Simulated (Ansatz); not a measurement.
`[CH3][GeH2][TeH]` + H–F → `[CH3][GeH2][F]` + H₂Te at 500 K and 1 bar (ligand exchange at a Ge–Te bond).

Program: Ansatz. Geometries: PBE0-D4/def2-TZVP. ΔE: electronic, gas phase. CCSD(T)/CBS is the MP2 limit (def2-TZVPP, def2-QZVPP) plus CCSD(T) − MP2 in def2-TZVPP, frozen cores. This one scheme is used for every species. def2 core potentials past Kr. For Ge, Te outer-core shells are correlated without core-valence functions, which leaves a few kJ/mol of doubt a bond. Scalar relativity is left out up to krypton.

```json
{"species": "`[CH3][GeH2][TeH]`", "CCSD(T)/CBS energy (Eh)": "-2385.52242", "H − E (kJ/mol)": "197.8", "S (J/(mol·K))": "407.6"}
{"species": "H–F", "CCSD(T)/CBS energy (Eh)": "-100.39570", "H − E (kJ/mol)": "39.4", "S (J/(mol·K))": "188.7"}
{"species": "`[CH3][GeH2][F]`", "CCSD(T)/CBS energy (Eh)": "-2217.00316", "H − E (kJ/mol)": "177.7", "S (J/(mol·K))": "349.6"}
{"species": "H₂Te", "CCSD(T)/CBS energy (Eh)": "-268.91024", "H − E (kJ/mol)": "48.9", "S (J/(mol·K))": "247.6"}
```

H − E and S are ideal-gas, rigid-rotor, harmonic terms from PBE0-D4/def2-TZVP, for one conformer and one mirror image of each species. 1 Eh = 2625.50 kJ/mol, R = 8.31446 J/(mol·K).

By hand: ΔE, ΔH, ΔS and ΔG.

ΔE = (-2217.00316) + (-268.91024) − (-2385.52242) − (-100.39570) = 0.00472 Eh = 12.4 kJ/mol. Δ(H − E) = 177.7 + 48.9 − 197.8 − 39.4 = -10.6, so ΔH = 1.8 kJ/mol. ΔS = 349.6 + 247.6 − 407.6 − 188.7 = 0.9 J/(mol·K). ΔG = 1.8 − 500 × (0.9)/1000 = 1.4 kJ/mol.

By hand: the equilibrium constant, and the temperature at which ΔG would vanish if ΔH and ΔS stayed fixed.

log₁₀ K = −ΔG/(RT ln 10) = -0.1. ΔG = 0 at ΔH/ΔS = 2000 K, though so small a ΔH makes that figure unsure.

The number of gas molecules stays the same, so ΔS is small and ΔH decides. The sign of ΔG lies within the doubt. A doubt of 5 kJ/mol in ΔE shifts log₁₀ K by 0.5 here. Other conformers and mirror images would add mixing entropy, several J/(mol·K) or more a flexible species. These are equilibria of isolated gas molecules and say nothing of rates. Largest T1 diagnostic: 0.011 (customary marks: 0.02 for closed shells, 0.045 for open ones).
